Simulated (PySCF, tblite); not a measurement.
C5H9FOSi.
Z-matrix (Å and degrees, GFN2-xTB geometry), rows numbered from 1:
```
C 
C   1  1.3209
C   2  1.4867  1  124.65
C   3  1.5367  2  112.88  1  -132.47
C   4  1.5304  3  107.50  2  -159.42
O   5  1.4151  4  109.33  3    36.68
Si  6  1.6230  5  115.05  4   -19.34
F   7  1.6101  3  112.51  2  -102.12
H   1  1.0775  2  121.66  3     0.82
H   1  1.0761  2  122.13  3  -178.61
H   2  1.0827  1  120.13  3   178.93
H   3  1.0955  2  108.84  1   -10.83
H   4  1.0900  3  112.34  2    78.36
H   4  1.0920  3  108.86  2   -41.69
H   5  1.0927  4  111.92  3   156.06
H   5  1.0950  4  110.87  3   -82.35
H   7  1.4436  3  120.66  2    24.94
```

Computed with B3LYP/def2-SVPD in PySCF (dipole) on a GFN2-xTB geometry, gas phase.

Masses are those of the commonest isotopes; rigid-rotor values at the optimised geometry. The values belong to one conformer with, in the numbering `[CH2:1]=[CH:2][C@@H:3]1[CH2:4][CH2:5][O:6][Si@H:7]1[F:8]`, C1–C2–C3–C4 -132°, C2–C3–C4–C5 -159°, C3–C4–C5–O6 37°, C4–C5–O6–Si7 -19°, C5–O6–Si7–F8 -118°.

Task: Give the principal moments of inertia and the rotational constants in cm⁻¹.

Result: Ia = 213.98, Ib = 350.02, Ic = 510.38 u·Å²; 505379 MHz·u·Å²/I gives 2362, 1444 and 990.2 MHz, that is A = 0.07878, B = 0.04816, C = 0.03303 cm⁻¹.

Task: Classify the top.

Result: An asymmetric top: κ = (2 × 1444 − 2362 − 990.2)/(2362 − 990.2) = -0.34.

Task: Is it planar, by Δ = Ic − Ia − Ib?

Result: Not planar: Δ = Ic − Ia − Ib = -53.63 u·Å². For a rigid frame Δ = −2 Σ m c², so Σ m c² = 26.81 u·Å² lies off the ab plane: 12.11 from hydrogen and 14.71 from heavier atoms. The atom farthest from that plane is 1.80 Å away.

Task: Give the other two planar moments, Paa and Pbb, and the rms extents of the mass along the axes.

Result: Paa = Σ m a² = (Ib + Ic − Ia)/2 = 323.21 and Pbb = Σ m b² = (Ia + Ic − Ib)/2 = 187.17 u·Å². With the mass M = 132.04 u, the rms extents √(P/M) along a, b and c are 1.56, 1.19, 0.45 Å.

Task: Predict some low-J microwave lines.

Result: The dipole components are |μa| = 1.37 D, |μb| = 2.08 D, |μc| = 0.32 D. The squared components, which scale the intensities, stand as 0.43 : 1.00 : 0.02 (a : b : c). Some lines, for components of 0.1 D or more:

| type | branch | J(Ka,Kc) | MHz | lower level (cm⁻¹) |
| --- | --- | --- | --- | --- |
| b | Q | 1(1,0) ← 1(0,1) | 1372 | 0.081 |
| b | Q | 2(1,1) ← 2(0,2) | 1956 | 0.239 |
| c | Q | 3(2,2) ← 3(1,2) | 2171 | 0.567 |
| b | Q | 3(2,1) ← 3(1,2) | 2768 | 0.567 |
| b | Q | 3(1,2) ← 3(0,3) | 3004 | 0.467 |
| c | R | 1(1,0) ← 0(0,0) | 3806 | 0.000 |
| b | R | 3(1,2) ← 2(2,1) | 5131 | 0.396 |
| a | R | 3(1,3) ← 2(1,2) | 6549 | 0.259 |
| a | R | 3(2,1) ← 2(2,0) | 7767 | 0.401 |
| b | R | 2(2,0) ← 1(1,1) | 8660 | 0.112 |
| c | R | 3(1,2) ← 2(0,2) | 9841 | 0.239 |
| c | R | 3(2,1) ← 2(1,1) | 10652 | 0.304 |

Its GFN2-xTB frequencies are all real (lowest 67 cm⁻¹). Zero-point vibration and centrifugal distortion are left out.
